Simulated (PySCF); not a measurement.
An excited-state job on `CC(=[Se])C[C@H](C)F`.

Computed with TDDFT B3LYP/def2-SVPD, vertical, gas phase, core orbitals frozen in the response (PySCF 2.14.0, density-fitted response routines). Geometry: PBE0-D3(BJ)/def2-SVP. The input is one job of a driver script: a line of settings, then coordinates in Å.

Command:
```bash
OMP_NUM_THREADS=1 python probes_run.py task.json out
```

Input:
```
{"job": {"kind": "uv", "xc": "B3LYP", "basis": "def2-SVPD", "dynamic": true, "nstates": 6, "ntriplets": 0}, "charge": 0, "multiplicity": 1}
C      2.324803     0.265843     0.630132
C      1.388741    -0.414075    -0.306366
Se     1.811773    -1.883919    -1.192743
C      0.016743     0.188867    -0.417388
C     -0.956597    -0.385288     0.611112
C     -2.349668     0.183588     0.492966
F     -0.476843    -0.116218     1.883586
H      1.833017     0.366551     1.612705
H      2.520792     1.294116     0.277066
H      3.275442    -0.270370     0.732188
H      0.061885     1.281889    -0.269281
H     -0.397896    -0.013606    -1.415020
H     -0.972831    -1.483697     0.498538
H     -2.995317    -0.238688     1.275994
H     -2.786689    -0.059216    -0.486344
H     -2.332796     1.277732     0.609300
```

Question: What does the run print?

Answer: 
```
coarse grid: 60784 points
cycle   1  E = -2696.8067533352  dE = -3.289e-01  |g| = 5.632e-01  |ddm| = 5.911e+00
cycle   2  E = -2696.7270040037  dE =  7.975e-02  |g| = 8.474e-01  |ddm| = 1.704e+00
cycle   3  E = -2696.8649195065  dE = -1.379e-01  |g| = 2.170e-01  |ddm| = 1.033e+00
cycle   4  E = -2696.8755621040  dE = -1.064e-02  |g| = 7.576e-02  |ddm| = 3.471e-01
cycle   5  E = -2696.8771407894  dE = -1.579e-03  |g| = 2.339e-02  |ddm| = 1.169e-01
cycle   6  E = -2696.8772618822  dE = -1.211e-04  |g| = 5.123e-03  |ddm| = 3.090e-02
cycle   7  E = -2696.8772670273  dE = -5.145e-06  |g| = 8.333e-04  |ddm| = 8.016e-03
final grid: 129072 points
cycle   8  E = -2696.8772512186  dE =  3.833e-07  |g| = 1.570e-03  |ddm| = 1.572e-02
cycle   9  E = -2696.8772475682  dE =  3.650e-06  |g| = 3.877e-03  |ddm| = 7.440e-03
cycle  10  E = -2696.8772519614  dE = -4.393e-06  |g| = 3.385e-04  |ddm| = 5.030e-03
cycle  11  E = -2696.8772519929  dE = -3.148e-08  |g| = 4.256e-05  |ddm| = 6.659e-04
cycle  12  E = -2696.8772519934  dE = -4.366e-10  |g| = 7.877e-06  |ddm| = 7.182e-05
converged SCF energy = -2696.8772519934

Static polarisability (au): isotropic 94.624, principal 73.471 94.003 116.397

Singlet excitations
state   eV       nm        f      main configurations
  1   2.1304    582.0   0.00003   H->L 1.00
  2   4.9101    252.5   0.23810   H-1->L 0.92
  3   5.3596    231.3   0.08070   H->L+1 0.93
  4   5.5955    221.6   0.00410   H-2->L 0.88
  5   5.6598    219.1   0.00650   H->L+3 0.94
  6   5.9326    209.0   0.00624   H->L+2 0.87
```

The SCF starts on a coarse grid where the log names one; the energy can jump when the final grid takes over, and dE then counts from the start density on the new grid. H and L stand for HOMO and LUMO; the number after each pair is its weight.

Question: Give S1 in cm⁻¹ and kJ/mol.

Answer: 2.1304 eV × 8065.54 = 17183 cm⁻¹; × 96.485 = 205.6 kJ/mol.

Summary of the converged run: HOMO -5.89 eV, LUMO -2.50 eV; lowest singlet 2.13 eV; mean polarisability 94.6 au.

 The B3LYP/def2-SVPD calculation is non-relativistic and has no spin–orbit coupling, an omission that weighs most on selenium.

On one thread of an Intel Xeon Platinum 8259CL at 2.50 GHz, no GPU, shared host, this took 61 s and 1.0 GiB of memory at its peak.

One conformer stands for the species.
Labels such as C1 count atoms from 1, the log's own numbers from 0.
